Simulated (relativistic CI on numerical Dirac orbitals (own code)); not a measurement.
**Sb⁴⁺: computed level list**

Method of calculation: Dirac-Coulomb-Breit CI, orbitals from a KLI potential per configuration, model QED (radiative potential, 1s self-energy scaled to tabulated hydrogen-like ionisation energies), valence Slater integrals scaled by 0.85, P86 correlation energy added to each configuration (own radial code, finite nucleus).

CI space (outside the closed core [Kr]): 4d10 5s, 4d10 5p, 4d10 5d, 4d10 5f, 4d10 5g, 4d10 6s, 4d9 5s2, 4d10 4f, 4d10 6p, 4d9 5s 4f, 4d10 6d, 4d10 7s, 4d10 7p, 4d9 5s 5p, 4d10 7d, 4d10 8s, 4d10 6f, 4d10 9s, 4d9 5s 5d, 4d9 5s 6p, 4d9 5s 6s. Double excitations out of closed p, d and f shells are left out; levels of such configurations are missing from the list, as are those of other unlisted configurations, and high levels can miss mixing partners.

The lowest level is 4d10 5s 2S_1/2, with 100 % of that term; Hund's rules for 4d10 5s give 2S with J = 1/2, in agreement.

| No. | Configuration | Term | J | E (eV) | % | Next component (%) | Lifetime (s) | jj configuration (%) |
| --- | --- | --- | --- | --- | --- | --- | --- | --- |
| 1 | 4d10 5s | 2S | 1/2 | 0.0000 | 100 |  |  | 5s (100) |
| 2 | 4d10 5p | 2P° | 1/2 | 9.8022 | 100 |  | 8.15e-10 | 5p1/2 (100) |
| 3 | 4d10 5p | 2P° | 3/2 | 10.8602 | 100 |  | 5.96e-10 | 5p3/2 (100) |
| 4 | 4d10 5d | 2D | 3/2 | 24.4069 | 100 |  | 1.50e-10 | 5d3/2 (100) |
| 5 | 4d10 5d | 2D | 5/2 | 24.5370 | 100 |  | 1.68e-10 | 5d5/2 (100) |
| 6 | 4d10 6s | 2S | 1/2 | 27.0384 | 100 |  | 1.70e-10 | 6s (100) |
| 7 | 4d9 5s2 | 2D | 5/2 | 29.3951 | 100 |  | 1.12e-07 | 4d5/2^5 (100) |
| 8 | 4d10 4f | 2F° | 7/2 | 30.0794 | 99 |  | 1.88e-09 | 4f7/2 (99) |
| 9 | 4d10 4f | 2F° | 5/2 | 30.1121 | 99 |  | 1.73e-09 | 4f5/2 (99) |
| 10 | 4d9 5s2 | 2D | 3/2 | 30.6191 | 100 |  | 4.53e-07 | 4d3/2^3 4d5/2^6 (100) |
| 11 | 4d10 6p | 2P° | 1/2 | 30.6853 | 100 |  | 6.44e-10 | 6p1/2 (100) |
| 12 | 4d10 6p | 2P° | 3/2 | 31.0606 | 100 |  | 7.16e-10 | 6p3/2 (100) |
| 13 | 4d10 6d | 2D | 3/2 | 36.6666 | 100 |  | 3.88e-10 | 6d3/2 (100) |
| 14 | 4d10 6d | 2D | 5/2 | 36.7251 | 100 |  | 4.43e-10 | 6d5/2 (100) |
| 15 | 4d9 5s 5p | 4P° | 5/2 | 36.7350 | 87 | 10 4D° | 2.86e-07 | 4d5/2^5 5s 5p1/2 (77) |
| 16 | 4d9 5s 5p | 4F° | 5/2 | 37.4266 | 54 | 36 2F° | 4.14e-08 | 4d5/2^5 5s 5p1/2 (78) |
| 17 | 4d9 5s 5p | 4F° | 7/2 | 37.4428 | 72 | 15 2F° | 4.85e-08 | 4d5/2^5 5s 5p1/2 (72) |
| 18 | 4d9 5s 5p | 4P° | 3/2 | 37.5153 | 68 | 16 4D° | 1.48e-09 | 4d5/2^5 5s 5p1/2 (45) |
| 19 | 4d10 7s | 2S | 1/2 | 37.6764 | 100 |  | 2.20e-10 | 7s (100) |
| 20 | 4d9 5s 5p | 4F° | 9/2 | 37.9774 | 100 |  | 6.09e-01 | 4d5/2^5 5s 5p3/2 (100) |
| 21 | 4d9 5s 5p | 4F° | 3/2 | 38.1069 | 86 | 10 4P° | 1.06e-08 | 4d3/2^3 4d5/2^6 5s 5p1/2 (69) |
| 22 | 4d10 5f | 2F° | 5/2 | 38.3029 | 92 | 3 4d9 5s 5p 4F° | 6.12e-10 | 5f5/2 (92) |
| 23 | 4d10 5f | 2F° | 7/2 | 38.3055 | 98 | 1 4d9 5s 5p 2F° | 5.67e-10 | 5f7/2 (98) |
| 24 | 4d9 5s 5p | 4P° | 1/2 | 38.3264 | 81 | 10 4D° | 9.61e-10 | 4d3/2^3 4d5/2^6 5s 5p3/2 (45) |
| 25 | 4d9 5s 5p | 2F° | 5/2 | 38.7285 | 47 | 29 4D° | 1.28e-08 | 4d5/2^5 5s 5p3/2 (53) |
| 26 | 4d9 5s 5p | 4D° | 7/2 | 38.8135 | 79 | 15 2F° | 9.40e-08 | 4d5/2^5 5s 5p3/2 (95) |
| 27 | 4d9 5s 5p | 2D° | 3/2 | 38.8359 | 60 | 13 4P° | 8.35e-10 | 4d5/2^5 5s 5p1/2 (31) |
| 28 | 4d9 5s 5p | 2D° | 5/2 | 39.0706 | 36 | 25 4F° | 4.76e-08 | 4d3/2^3 4d5/2^6 5s 5p1/2 (35) |
| 29 | 4d9 5s 5p | 2P° | 3/2 | 39.2776 | 71 | 23 4D° | 7.92e-11 | 4d3/2^3 4d5/2^6 5s 5p1/2 (55) |
| 30 | 4d9 5s 5p | 2P° | 1/2 | 39.3373 | 81 | 12 4d10 7p 2P° | 5.68e-11 | 4d5/2^5 5s 5p3/2 (48) |
| 31 | 4d10 7p | 2P° | 1/2 | 39.4259 | 76 | 10 4d9 5s 5p 2P° | 1.33e-09 | 7p1/2 (76) |
| 32 | 4d9 5s 5p | 4D° | 1/2 | 39.4929 | 78 | 12 4d10 7p 2P° | 3.45e-09 | 4d3/2^3 4d5/2^6 5s 5p3/2 (46) |
| 33 | 4d10 7p | 2P° | 3/2 | 39.6090 | 99 | 1 4d9 5s 5p 2P° | 1.03e-09 | 7p3/2 (99) |
| 34 | 4d9 5s 5p | 2F° | 7/2 | 39.7895 | 70 | 23 4F° | 3.97e-08 | 4d3/2^3 4d5/2^6 5s 5p3/2 (96) |
| 35 | 4d9 5s 5p | 4D° | 3/2 | 39.9155 | 49 | 33 2D° | 8.10e-10 | 4d3/2^3 4d5/2^6 5s 5p3/2 (78) |
| 36 | 4d9 5s 5p | 2D° | 5/2 | 40.1728 | 59 | 32 4D° | 3.39e-08 | 4d3/2^3 4d5/2^6 5s 5p3/2 (84) |
| 37 | 4d10 5g | 2G | 9/2 | 40.5344 | 100 |  | 3.69e-10 | 5g9/2 (100) |
| 38 | 4d10 5g | 2G | 7/2 | 40.5346 | 100 |  | 3.68e-10 | 5g7/2 (100) |
| 39 | 4d9 5s 5p | 2P° | 3/2 | 42.3087 | 95 | 4 2D° | 5.69e-11 | 4d5/2^5 5s 5p3/2 (77) |
| 40 | 4d9 5s 5p | 2F° | 7/2 | 42.4030 | 96 | 2 4d10 6f 2F° | 1.62e-10 | 4d5/2^5 5s 5p3/2 (75) |
| 41 | 4d10 7d | 2D | 3/2 | 42.5006 | 100 |  | 7.58e-10 | 7d3/2 (100) |
| 42 | 4d10 7d | 2D | 5/2 | 42.5323 | 100 |  | 8.38e-10 | 7d5/2 (100) |
| 43 | 4d9 5s 5p | 2D° | 5/2 | 43.0032 | 65 | 32 2F° | 1.49e-10 | 4d5/2^5 5s 5p3/2 (64) |
| 44 | 4d10 8s | 2S | 1/2 | 43.0441 | 100 |  | 3.91e-10 | 8s (100) |
| 45 | 4d9 5s 5p | 2P° | 1/2 | 43.4339 | 98 | 1 4D° | 6.73e-11 | 4d3/2^3 4d5/2^6 5s 5p3/2 (74) |

Energies count from the lowest computed level; ° marks odd parity; lifetimes are radiative, by E1, M1, E2, M2, E3 decay to levels of this space only. Filled j subshells are mostly left out of the jj labels.

The mean weight of the leading LS term, summed over parents, in these 45 levels is 87 %, and that of the leading jj configuration (from the same eigenvectors) 84 %.

At this charge configurations can still be misplaced by up to about 7 % of their energy. Levels and lines within the n = 5 or 6 shells can be off by up to 10 % or somewhat more, and those that change n by about 2 %, since core polarisation is missing. 6 of the 6 excited levels that our extract of the measured tables holds in this range could be paired (the sources list more); they are missed by 4885 cm⁻¹ on average and 7058 at most, and levels without a partner can miss by more.

LS names give the leading component of a level, which can be under half, so a name can repeat, a term be missing and a line seem to break the LS rules.
